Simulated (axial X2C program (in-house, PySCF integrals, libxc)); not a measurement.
**How the levels of NPmN⁻ (f(δφ)2 f(π)0 orbitals) move with the bond length**

Calculated with an in-house all-electron X2C program for linear molecules (integrals from PySCF): two-component X2C with atomic mean-field Coulomb and Gaunt terms, basis N dyall-v2z, Pm dyall-v2z (cores contracted in-house). Orbitals come from Hartree–Fock averaged over the configuration Pm f(δφ)2 f(π)0; CI then distributes these electrons over the f(δφ), f(π) shells of Pm.

At N–Pm–N held linear, both bonds 1.746 Å:

```json
{"Ω": "4", "energy (cm⁻¹)": "0", "g∥": "6.12", "configuration": "100% f(δφ)2"}
{"Ω": "5", "energy (cm⁻¹)": "3447", "g∥": "10.04", "configuration": "100% f(δφ)2"}
{"Ω": "0", "energy (cm⁻¹)": "5058", "g∥": "0.00", "configuration": "100% f(δφ)2"}
{"Ω": "6", "energy (cm⁻¹)": "6290", "g∥": "13.97", "configuration": "100% f(δφ)2"}
{"Ω": "1", "energy (cm⁻¹)": "7140", "g∥": "3.41", "configuration": "100% f(δφ)2"}
{"Ω": "0", "energy (cm⁻¹)": "13207", "g∥": "0.00", "configuration": "99% f(δφ)2"}
{"Ω": "1", "energy (cm⁻¹)": "13488", "g∥": "2.43", "configuration": "99% f(δφ)2"}
{"Ω": "2", "energy (cm⁻¹)": "13691", "g∥": "5.91", "configuration": "99% f(δφ)2"}
{"Ω": "0", "energy (cm⁻¹)": "15838", "g∥": "0.00", "configuration": "99% f(δφ)2"}
{"Ω": "0", "energy (cm⁻¹)": "17587", "g∥": "0.00", "configuration": "100% f(δφ)2"}
{"Ω": "1", "energy (cm⁻¹)": "21009", "g∥": "2.08", "configuration": "99% f(δφ)2"}
{"Ω": "4", "energy (cm⁻¹)": "25010", "g∥": "8.07", "configuration": "97% f(δφ)2"}
{"Ω": "6", "energy (cm⁻¹)": "26605", "g∥": "12.03", "configuration": "100% f(δφ)2"}
```

g∥ is the magnitude of 2⟨Lz + ge Sz⟩ for the +Ω component. The lowest 14 levels at most are listed.

At N–Pm–N held linear, both bonds 1.816 Å:

```tsv
Ω	energy (cm⁻¹)	g∥	configuration
4	0	6.18	100% f(δφ)2
5	4005	10.07	100% f(δφ)2
0	4707	0.00	100% f(δφ)2
6	7193	13.96	100% f(δφ)2
1	7282	3.29	100% f(δφ)2
0	13954	0.00	98% f(δφ)2
1	14079	2.45	100% f(δφ)2
2	14356	5.86	100% f(δφ)2
0	17148	0.00	99% f(δφ)2
0	18555	0.00	100% f(δφ)2
1	22027	2.12	99% f(δφ)2
4	26201	8.11	97% f(δφ)2
6	26694	12.05	100% f(δφ)2
```

The lowest level lies 742 cm⁻¹ above the lowest at the first distance.

Q: How does the gap from the lowest to the fifth level change between the two distances?

A: From 7140 to 7282 cm⁻¹, a factor of 1.02.

Dynamic correlation is missing, so gaps between terms are too wide and other configurations may lie lower; the lowest level listed is that of this model, not necessarily the ground state. At most 6 roots were kept for each Ω > 0 (twice that for Ω = 0) within 3.5 eV of the lowest, so higher up levels can be missing between those listed; levels with Ω > 0 are doubly degenerate and listed once, Ω = 0 levels singly. States that fill the shells left empty in the average are placed too high. For an anion, levels above electron detachment are held by the basis set. The molecule was held linear; bending was not examined.
